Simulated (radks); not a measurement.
Question: Species: the aluminium ion Al4+. Configuration: [He] 2s2 2p5. All-electron calculation, Dirac Kohn-Sham, exchange-only LDA, spin-unpolarised, spherical densities, finite nucleus; open shells fill j = l - 1/2 first; Fermi nuclear charge, rms radius 3.061 fm. Program: a radial shooting solver on a logarithmic mesh with Libxc functionals. Some entries of the table are withheld. Estimate them.

| orbital | occ. | eigenvalue (Ry) | <r^2> (bohr^2) | r(max) (bohr) |
|---|---|---|---|---|
| 1s1/2 | 2 | -116.1860 | (1) | (2) |
| 2s1/2 | 2 | -12.74835 | (3) | 0.4895 |
| 2p1/2 | 2 | -10.06029 | 0.4011 | (4) |
| 2p3/2 | 3 | -10.02424 | 0.4036 | (5) |

Answer: 
(1) 1s1/2 <r^2> (bohr^2): 0.01957
(2) 1s1/2 r(max) (bohr): 0.07862
(3) 2s1/2 <r^2> (bohr^2): 0.4381
(4) 2p1/2 r(max) (bohr): 0.4140
(5) 2p3/2 r(max) (bohr): 0.4155
